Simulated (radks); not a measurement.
The numbers below are computed, except where a source is named.
Neutral thallium inside a hard spherical wall (all orbitals vanish at R), configuration held at [Hg] 6p1 and not refilled when levels cross. Level of theory: scalar-relativistic Kohn-Sham, LDA (Slater exchange, VWN5 correlation), spin-polarised, spherical densities, point nucleus; open shells are filled with parallel spins first (spin-orbit coupling, left out, can overturn this in heavy ions) (a radial shooting solver on a logarithmic mesh with Libxc functionals). Eigenvalues in eV for spin up, with the zero of energy where the potential of the charges vanishes at infinity; a dash marks a level that is unbound or too diffuse for the functional's potential to be trusted. A positive occupied level is held by the wall or, in an anion where self-interaction has pushed it up, behind a barrier. The pressure on the wall is -dE/dV.

R (bohr),E (hartree),kinetic (hartree),e(5p),e(5d),e(6s),e(6p),"e(7s, empty)","e(6d, empty)",pressure (GPa)
free,-20235.0107,22793.456,-76.230,-15.628,-9.987,-2.777,-0.485,-,0
20,-20235.0107,22793.456,-76.230,-15.628,-9.987,-2.777,-0.470,0.612,< 0.0001
15,-20235.0107,22793.456,-76.227,-15.626,-9.985,-2.775,-0.375,0.914,0.000121
7,-20234.9946,22793.547,-75.573,-14.991,-9.464,-1.988,4.252,4.936,0.728
5,-20234.8795,22794.129,-73.645,-13.176,-7.705,1.078,16.481,12.662,14.5
2.5,-20229.1723,22817.785,-47.392,13.009,34.513,59.567,170.18,102.03,4410
2,-20217.5341,22861.337,-20.011,44.977,99.147,139.22,339.48,200.22,24400
1.5,-20169.4256,23023.615,58.401,141.35,310.26,378.77,797.22,467.14,201000
